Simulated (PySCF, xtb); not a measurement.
Te(F)(GeH3) (FGeH3Te), SMILES [Te](F)[GeH3].

GFN2-xTB run with xtb 6.7.1 at its own geometry gives an orbital gap of 3.00 eV and a dipole moment of 3.14 D.

The structure is a stationary point at PBE0-D3(BJ)/def2-SVP. The def2 effective core potentials stand for the cores of Te; spin–orbit coupling is left out.

### Question
What does CAM-B3LYP/def2-TZVPD (PySCF) give? (An estimate is asked for; the answer gives what the named calculation found.)

### Answer
gap 6.22 eV (levels -7.83 and -1.61 eV), dipole 2.67 D.
